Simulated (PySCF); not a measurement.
Computed shifts of a molecule C₅H₉F, B3LYP/pcSseg-1 in PySCF, GIAO, gas phase, equivalent atoms averaged, in ppm (number of nuclei): ¹³C: 95.5 (1), 40.0 (2), 27.6 (1), 15.2 (1). ¹⁹F: -147.0 (1). ¹H: 2.52 (2), 2.14 (2), 1.90 (1), 1.62 (3), 1.49 (1). References: ¹³C against TMS (σ = 181.3 ppm); ¹⁹F against CFCl3 (σ = 161.7 ppm); ¹H against TMS (σ = 31.68 ppm), references at their B3LYP-D3(BJ)/def2-TZVP geometries, non-relativistic. The structure is a stationary point at PBE0-D3(BJ)/def2-SVP. Other conformers were not sampled.

**Question.** Pick the molecule that these values belong to.
A) CCC/C=C\F
B) C=CC(C)(C)F
C) CC1(F)CCC1
D) C=C(C)[C@H](C)F

**Answer.** C, CC1(F)CCC1
